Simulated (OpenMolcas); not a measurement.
**Sr: from CASSCF to CASPT2**

```json
{"Program": "OpenMolcas 26.06", "Basis": "ANO-RCC-VTZP [7s6p3d1f]", "Scalar Hamiltonian": "DKH2, point nucleus", "Active space": "2 electrons in 4 orbitals (5s 5p)", "State averaging": "2S+1 = 3 even, 3 roots; 2S+1 = 1 even, 6 roots kept (CI in the orbitals of an earlier block); 2S+1 = 3 odd, 3 roots; 2S+1 = 1 odd, 3 roots kept (CI in the orbitals of an earlier block)", "Spin-orbit coupling": "RASSI with atomic mean-field integrals over the reference wave functions, term energies averaged over their components"}
```

Methods on the same reference wave functions:
A. CASSCF
B. SS-CASPT2, IPEA 0.25 Eh, imaginary shift 0.1 Eh (closed shells correlated: 4s 4p)

Energies in cm-1 above 5s2 1S0, the measured ground level; measured values from NIST Handbook of Basic Atomic Spectroscopic Data.

| Level | A | B | Measured |
| --- | --- | --- | --- |
| 5s2 1S0 | 0.0 | 0.0 | 0.0 |
| 5s 5p 3P* 0 | 12198 | 14185 | 14318 |
| 5s 5p 3P* 1 | 12338 | 14324 | 14504 |
| 5s 5p 3P* 2 | 12625 | 14612 | 14899 |
| 5s 5p 1P* 1 | 29173 | 25317 | 21698 |
| 5p2 3P0 | 35146 | 38015 | 35193 |
| 5p2 3P1 | 35277 | 38146 | 35400 |
| 5p2 3P2 | 35532 | 38387 | 35675 |
| 5p2 1D2 | 40068 | 40000 |  |

Deviations, from unrounded energies. A percentage is the sum of absolute deviations over the sum of measured energies, with the sign that they share, or ± where signs differ.

```
           Against measurement  Levels     A     B
mean absolute deviation (cm-1)       7  2000  1800
      other configurations (%)       7  ±8.4  ±7.3
```

B lies closest to measurement on these levels. The largest miss of B in the table is 5s 5p 1P* 1, by +3600 cm-1. The ranking rests on the paired levels alone, and a cruder setting can come out closer through cancelling errors.

The lowest spin-free term lies below A's lowest term by 0.198 hartree in B.

Terms from blocks run as CI alone lack orbitals of their own. The ¹D term of p² mixes with s d, which this space lacks. Without dynamic correlation excited terms often stand tens of per cent too high (terms of higher spin than the ground term too low), and those without a measured partner can miss by more than the paired ones (holds for A). Measured partners are found by configuration, term and J. A level has none where our copy of the source lacks it or the pairing is in doubt (some pairs that miss far off the trend of their configuration count as doubtful), and it then counts in no deviation. Only configurations of the active space appear.

* marks odd parity.
